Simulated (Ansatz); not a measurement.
# Redistribution: SiH2Br2 + SiH2(SiH3)Br → SiH(SiH3)Br2 + SiH3Br

Species: SiH2Br2 (dibromosilane) `Br[SiH2]Br`, singlet; SiH2(SiH3)Br, singlet; SiH(SiH3)Br2, singlet; SiH3Br `[SiH3]Br`, singlet. The partners trade H for SiH3; both sit on Si, so the bond types are kept.

Shapes, held fixed at every level: PBE0-D4/def2-TZVP. Programs: Ansatz 0.2.0. The zero-point and thermal change to 298 K, harmonic and unscaled (PBE0-D4/def2-TZVP), is 0.0 kJ/mol.

```json
{"level": "HF/def2-TZVPP", "kind": "Hartree–Fock", "ΔH(298 K) (kJ/mol)": "-0.9", "less CCSD(T)/def2-TZVPP": "+1.9"}
{"level": "SPW92/def2-TZVPP", "kind": "LDA", "ΔH(298 K) (kJ/mol)": "-2.2", "less CCSD(T)/def2-TZVPP": "+0.6"}
{"level": "PBE-D4/def2-TZVPP", "kind": "GGA", "ΔH(298 K) (kJ/mol)": "-3.4", "less CCSD(T)/def2-TZVPP": "-0.6"}
{"level": "B3LYP-D4/def2-TZVPP", "kind": "global hybrid", "ΔH(298 K) (kJ/mol)": "-4.3", "less CCSD(T)/def2-TZVPP": "-1.5"}
{"level": "BHLYP-D4/def2-TZVPP", "kind": "global hybrid", "ΔH(298 K) (kJ/mol)": "-4.4", "less CCSD(T)/def2-TZVPP": "-1.6"}
{"level": "CCSD/def2-TZVPP", "kind": "coupled cluster or CI", "ΔH(298 K) (kJ/mol)": "-2.2", "less CCSD(T)/def2-TZVPP": "+0.6"}
{"level": "CCSD(T)/def2-TZVPP", "kind": "coupled cluster or CI", "ΔH(298 K) (kJ/mol)": "-2.8", "less CCSD(T)/def2-TZVPP": "0.0"}
```

The highest level, CCSD(T)/def2-TZVPP, gives ΔH(298 K) = -2.8 kJ/mol; the levels span -4.4 to -0.9. That is about zero within the method's error. The column of differences is taken from that level and isn't an error. No measured value is set beside it here. Relativity is left out for Br. Outer-core shells of Br are correlated in most correlated rows, in sets that cover them unevenly.
